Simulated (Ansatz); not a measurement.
CH2ClNSSi (`S[Si]1(Cl)C=N1`), relaxed with RKS PBE-D4/def2-SVP in the Gaussian-basis code of Ansatz from a rough embedded geometry. The force threshold is 0.03 eV/Å; the program also tests the step.

Total charge 0; spin multiplicity 1.

Start:

```xyz
7

S    -1.555   -1.259   -0.678
Si   -0.562    0.244    0.348
Cl   -0.628   -0.056    2.336
C     0.788    1.172   -0.309
N     1.196   -0.074   -0.132
H    -0.476   -2.055   -0.820
H     1.237    2.028   -0.745
```

How much energy does the relaxation release, and in how many steps? (Estimate.)

Ansatz gave: 48.78 kJ/mol, in 25 steps, 6 of them rejected.

Which bonds change most? (Estimate.)

Ansatz gave: Si2–Cl3 from 2.012 to 2.065 Å; C4–H7 from 1.061 to 1.112 Å; S1–Si2 from 2.073 to 2.124 Å; Si2–N5 from 1.850 to 1.816 Å.

Give the relaxed structure. (An estimate is asked.)

Computed: 
```xyz
7

S    -1.355   -1.241   -1.067
Si   -0.184   -0.042    0.239
Cl   -0.691   -0.288    2.225
C     0.821    1.314   -0.336
N     1.571    0.280   -0.094
H    -1.274   -2.349   -0.274
H     1.112    2.326   -0.693
```
